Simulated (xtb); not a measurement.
xtb input file for Si(H)2(Cl)2 cation (Cl2H2Si), SMILES Cl[SiH2]Cl (connectivity only; charge and spin as stated), charge +1, multiplicity 2, GFN2-xTB. 

```
$ xtb mol.xyz --gfn 2 --sp --chrg 1 --uhf 1 --json
$ cat mol.xyz
5

Si     0.00000000     0.00000000     0.65134450
Cl     1.70768274     0.00000000    -0.36320614
Cl    -1.70768274    -0.00000000    -0.36320614
H     -0.00000000     1.13251725     1.61509294
H     -0.00000000    -1.13251725     1.61509294
```

Output:

```
[banner left out]
          |                Calculation Setup                |
           -------------------------------------------------



           -------------------------------------------------
          |                 G F N 2 - x T B                 |
           -------------------------------------------------

        Reference                      10.1021/acs.jctc.8b01176
      * Hamiltonian:
        H0-scaling (s, p, d)           1.850000    2.230000    2.230000
        zeta-weighting                 0.500000
      * Dispersion:
        s8                             2.700000
        a1                             0.520000
        a2                             5.000000
        s9                             5.000000
      * Repulsion:
        kExp                           1.500000    1.000000
        rExp                           1.000000
      * Coulomb:
        alpha                          2.000000
        third order                    shell-resolved
        anisotropic                    true
        a3                             3.000000
        a5                             4.000000
        cn-shift                       1.200000
        cn-exp                         4.000000
        max-rad                        5.000000


          ...................................................
          :                      SETUP                      :
          :.................................................:
          :  # basis functions                  32          :
          :  # atomic orbitals                  29          :
          :  # shells                           11          :
          :  # electrons                        19          :
          :  max. iterations                   250          :
          :  Hamiltonian                  GFN2-xTB          :
          :  restarted?                      false          :
          :  GBSA solvation                  false          :
          :  PC potential                    false          :
          :  electronic temp.          300.0000000     K    :
          :  accuracy                    1.0000000          :
          :  -> integral cutoff          0.2500000E+02      :
          :  -> integral neglect         0.1000000E-07      :
          :  -> SCF convergence          0.1000000E-05 Eh   :
          :  -> wf. convergence          0.1000000E-03 e    :
          :  Broyden damping             0.4000000          :
          :  net charge                          1          :
          :  unpaired electrons                  1          :
          ...................................................

 iter      E             dE          RMSdq      gap      omega  full diag
   1    -11.4152301 -0.114152E+02  0.584E+00    6.50       0.0  T
   2    -11.4338834 -0.186533E-01  0.356E+00    5.97       1.0  T
   3    -11.4316973  0.218611E-02  0.161E+00    6.16       1.0  T
   4    -11.4328764 -0.117907E-02  0.128E+00    5.90       1.0  T
   5    -11.4380599 -0.518350E-02  0.413E-01    6.06       1.0  T
   6    -11.4380660 -0.615542E-05  0.252E-01    6.03       1.0  T
   7    -11.4379840  0.820143E-04  0.310E-01    6.09       1.0  T
   8    -11.4379387  0.453154E-04  0.284E-01    6.02       1.0  T
   9    -11.4382356 -0.296884E-03  0.825E-02    6.05       1.0  T
  10    -11.4382595 -0.238706E-04  0.624E-03    6.06       7.2  T
  11    -11.4382595 -0.562763E-07  0.356E-03    6.06      12.5  T
  12    -11.4382595 -0.152736E-07  0.196E-03    6.06      22.8  T
  13    -11.4382595  0.462090E-08  0.216E-03    6.06      20.7  T
  14    -11.4382595 -0.147717E-07  0.909E-04    6.06      49.2  T
  15    -11.4382595 -0.320755E-08  0.660E-05    6.06     678.1  T

   *** convergence criteria satisfied after 15 iterations ***

         #    Occupation            Energy/Eh            Energy/eV
      -------------------------------------------------------------
         1        2.0000           -1.2734930             -34.6535
       ...           ...                  ...                  ...
         4        2.0000           -0.6952529             -18.9188
         5        2.0000           -0.6912064             -18.8087
         6        2.0000           -0.6856258             -18.6568
         7        2.0000           -0.6605553             -17.9746
         8        1.9999           -0.6538746             -17.7928
         9        1.9994           -0.6519659             -17.7409
        10        1.0007           -0.6379686             -17.3600 (HOMO)
        11                         -0.4153701             -11.3028 (LUMO)
        12                         -0.3976014             -10.8193
        13                         -0.3949888             -10.7482
        14                         -0.2906771              -7.9097
        15                         -0.2709624              -7.3733
       ...                                ...                  ...
        29                          0.5634591              15.3325
      -------------------------------------------------------------
                  HL-Gap            0.2225985 Eh            6.0572 eV
             Fermi-level           -0.5857884 Eh          -15.9401 eV

 SCC (total)                   0 d,  0 h,  0 min,  0.008 sec
 SCC setup                      ...        0 min,  0.000 sec (  2.086%)
 Dispersion                     ...        0 min,  0.000 sec (  0.597%)
 classical contributions        ...        0 min,  0.000 sec (  0.293%)
 integral evaluation            ...        0 min,  0.001 sec ( 15.723%)
 iterations                     ...        0 min,  0.005 sec ( 55.659%)
 molecular gradient             ...        0 min,  0.002 sec ( 23.808%)
 printout                       ...        0 min,  0.000 sec (  1.589%)

         :::::::::::::::::::::::::::::::::::::::::::::::::::::
         ::                     SUMMARY                     ::
         :::::::::::::::::::::::::::::::::::::::::::::::::::::
         :: total energy             -11.405442961329 Eh    ::
         :: gradient norm              0.000284126804 Eh/a0 ::
         :: HOMO-LUMO gap              6.057212169224 eV    ::
         ::.................................................::
         :: SCC energy               -11.438258997114 Eh    ::
         :: -> isotropic ES            0.125931724343 Eh    ::
         :: -> anisotropic ES         -0.014417152741 Eh    ::
         :: -> anisotropic XC         -0.003805523543 Eh    ::
         :: -> dispersion             -0.002561172174 Eh    ::
         :: repulsion energy           0.032816035785 Eh    ::
         :: add. restraining           0.000000000000 Eh    ::
         :: total charge               1.000000000000 e     ::
         :::::::::::::::::::::::::::::::::::::::::::::::::::::

           -------------------------------------------------
          |                Property Printout                |
           -------------------------------------------------

    * Orbital Energies and Occupations

         #    Occupation            Energy/Eh            Energy/eV
      -------------------------------------------------------------
         1        2.0000           -1.2734930             -34.6535
         2        2.0000           -1.2501563             -34.0185
         3        2.0000           -0.9276069             -25.2415
         4        2.0000           -0.6952529             -18.9188
         5        2.0000           -0.6912064             -18.8087
         6        2.0000           -0.6856258             -18.6568
         7        2.0000           -0.6605553             -17.9746
         8        1.9999           -0.6538746             -17.7928
         9        1.9994           -0.6519659             -17.7409
Note: The following floating-point exceptions are signalling: IEEE_UNDERFLOW_FLAG IEEE_DENORMAL
normal termination of xtb
        10        1.0007           -0.6379686             -17.3600 (HOMO)
        11                         -0.4153701             -11.3028 (LUMO)
        12                         -0.3976014             -10.8193
        13                         -0.3949888             -10.7482
        14                         -0.2906771              -7.9097
        15                         -0.2709624              -7.3733
        16                         -0.2392371              -6.5100
        17                         -0.2079943              -5.6598
        18                         -0.2028886              -5.5209
        19                         -0.2027371              -5.5168
        20                         -0.2026590              -5.5146
        21                         -0.2016262              -5.4865
       ...                                ...                  ...
        29                          0.5634591              15.3325
      -------------------------------------------------------------
                  HL-Gap            0.2225985 Eh            6.0572 eV
             Fermi-level           -0.5857884 Eh          -15.9401 eV

     #   Z          covCN         q      C6AA      α(0)
     1  14 Si       3.432     0.484   104.657    20.002
     2  17 Cl       0.806     0.103    96.060    14.993
     3  17 Cl       0.806     0.103    96.060    14.993
     4   1 H        0.911     0.155     1.357     1.822
     5   1 H        0.911     0.155     1.357     1.822

 Mol. C6AA /au·bohr⁶  :       1021.429640
 Mol. C8AA /au·bohr⁸  :      48266.540138
 Mol. α(0) /au        :         53.632831


Wiberg/Mayer (AO) data.
largest (>0.10) Wiberg bond orders for each atom

 ---------------------------------------------------------------------------
     #   Z sym  total        # sym  WBO       # sym  WBO       # sym  WBO
 ---------------------------------------------------------------------------
     1  14 Si   4.130 --     2 Cl   1.357     3 Cl   1.357     5 H    0.708
                             4 H    0.708
     2  17 Cl   1.692 --     1 Si   1.357     3 Cl   0.147
     3  17 Cl   1.692 --     1 Si   1.357     2 Cl   0.147
     4   1 H    0.936 --     1 Si   0.708
     5   1 H    0.936 --     1 Si   0.708
 ---------------------------------------------------------------------------

Topologies differ in total number of bonds
Writing topology from bond orders to xtbtopo.mol

molecular dipole:
                 x           y           z       tot (Debye)
 q only:        0.000       0.000       1.403
   full:        0.000       0.000       0.896       2.278
molecular quadrupole (traceless):
                xx          xy          yy          xz          yz          zz
 q only:       -0.433       0.000      -1.509      -0.000       0.000       1.942
  q+dip:        2.360       0.000      -2.828      -0.000       0.000       0.468
   full:        1.973       0.000      -2.063      -0.000       0.000       0.091


           -------------------------------------------------
          | TOTAL ENERGY              -11.405442961329 Eh   |
          | GRADIENT NORM               0.000284126804 Eh/α |
          | HOMO-LUMO GAP               6.057212169224 eV   |
           -------------------------------------------------

------------------------------------------------------------------------
------------------------------------------------------------------------
 total:
 SCF:
```

The run converged.
